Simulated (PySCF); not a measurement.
# One molecule, several mistakes: BGeH4NO

These are calculations, not measurements. The program is PySCF 2.14.0, an open-source quantum chemistry code, run on an isolated molecule that a program drew, which may never have been made. The molecule is BGeH4NO (charge 0, singlet), drawn as the SMILES string `N=[B][GeH2][OH]`.

Each row is a Hartree-Fock (HF) and frozen-core CCSD(T) single point in the cc-pVDZ basis, meant for a local HF minimum. Run 1 is clean. Each other run has one planted mistake out of seven kinds, and not every kind appears here: one electron removed, one electron added, multiplicity raised by two, geometry at a saddle point, minimal basis STO-3G, one bond length entered in bohr, all coordinates scaled. The reference is restricted for singlets and unrestricted otherwise, and also for a bond in bohr. Adding or removing an electron swaps singlet and doublet. Electrons count all cores. HOMO and LUMO are orbital energies over both spins, the gradient is its largest component, and the lowest frequency (negative if imaginary) is given only where the gradient is small. Bond lengths are over the 7 bonds as drawn. T1 is the CCSD diagnostic: over 0.02 (restricted) or 0.045 (unrestricted) a single reference is doubtful. Germanium has the cc-pVDZ-PP basis, with a core potential (ECP10MDF) in place of its 10 inner electrons, and its 3s, 3p and 3d shells are frozen in CCSD(T).

Geometry of the clean run:
```xyz
8
BGeH4NO, angstrom
N    -0.1219   -2.1165   -0.9710
B     0.4534   -1.2567   -0.3101
Ge    1.4376    0.1818    0.7830
O     1.0126    1.8021    0.1756
H    -0.5927   -2.8057   -1.4957
H     0.9835    0.1842    2.2350
H     2.9487   -0.0320    0.6760
H     1.1400    1.9328   -0.7529
```

| run | electrons | basis functions | <S^2> | HOMO (eV) | LUMO (eV) | gradient (hartree/bohr) | lowest frequency (cm^-1) | mean bond (Å) | longest bond (Å) | T1 | HF (hartree) | CCSD(T) (hartree) | mistake |
|---|---|---|---|---|---|---|---|---|---|---|---|---|---|
| 1 | 56 | 85 | 0.000 | -11.59 | 2.77 | 3.1e-05 | 126 | 1.4357 | 2.057 | 0.0157 | -449.73318 | -450.30849 | no fault |
| 2 | 55 | 85 | 0.759 | -16.94 | -7.78 | 8.3e-02 | - | 1.4357 | 2.057 | 0.0342 | -449.38944 | -449.91082 | one electron removed |
| 3 | 56 | 85 | 0.000 | -11.32 | 2.56 | 3.7e-02 | - | 1.4874 | 2.131 | 0.0172 | -449.72207 | -450.30724 | all coordinates scaled |
| 4 | 56 | 85 | 2.022 | -5.50 | -0.11 | 1.7e-01 | - | 1.4357 | 2.057 | 0.0166 | -449.55737 | -450.08862 | multiplicity raised by two |
| 5 | 57 | 85 | 0.761 | 1.80 | 8.88 | 6.2e-02 | - | 1.4357 | 2.057 | 0.0178 | -449.64835 | -450.23750 | one electron added |
| 6 | 56 | 85 | 0.822 | -11.68 | 2.13 | 2.2e-02 | - | 1.5560 | 2.057 | 0.0580 | -449.60268 | -450.16500 | ? |

**Which mistake was planted in run 6, and what did it cost?**

The mean bond changes by a factor of 1.084 and the longest by 1.000, so the molecule wasn't scaled as a whole. A length L in bohr read as angstrom grows by (1/0.5292 - 1) L = 0.890 L. The 7 bonds together grew by 7 x 0.1203 = 0.842 Å, which gives L = 0.946 Å. That is bond O4-H8, 0.946 Å in the clean geometry. So the mistake is: one bond length entered in bohr. Subtracting run 1 and multiplying by 627.51 kcal/mol a hartree, the energy moved by 81.9 kcal/mol in HF and 90.0 kcal/mol in CCSD(T).

Cautions from the logs. Run 5: the HOMO is above zero, so the electron isn't bound and the energy depends on the basis; run 6: T1 is over the limit, so its CCSD(T) energy is less reliable.
